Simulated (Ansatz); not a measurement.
A geometry relaxed with Ansatz (a first-principles code) with B3LYP-D3(BJ)/def2-TZVP, charge 0, multiplicity 1:

```xyz
5

O     -0.8651    -0.3186    -1.0744
S      1.0673     0.1238     0.7108
C     -0.5679     0.1017     0.0056
H     -1.2957     0.5381     0.7118
H      1.6615    -0.4451    -0.3538
```

Problem. Write the SMILES of this molecule.

Solution. `O=CS`
